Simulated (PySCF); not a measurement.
I, charge -1, singlet (all electrons, no relativity) (in this run its highest filled SCF level lies above zero, so its values depend strongly on the basis, on diffuse functions most of all). Base run: TPSS/3-21G (PySCF).

PySCF was given this input:
```python
from pyscf import gto, scf, dft

mol = gto.M(
    atom='''
I     0.00000000    0.00000000    0.00000000
''',
    basis='3-21g',
    charge=-1,
    verbose=4,
)

mf = dft.RKS(mol)
mf.xc = 'tpss'
mf.kernel()
mf.analyze()
```

The base run was repeated with changes; each row names its change, and settings that it needs were set with it.

```
change            basis functions       E (Eh)  HOMO (eV)  HOMO-LUMO gap (eV)
----------------  ---------------  -----------  ---------  ------------------
base                           31  -6889.68808       0.91               14.68
basis = STO-3G                 27  -6852.45364       5.66                   -
basis = 6-311G**               62  -6919.21113       0.12               10.67
```

Totals compare only among sets that treat the same electrons; sets with core potentials leave the core out.
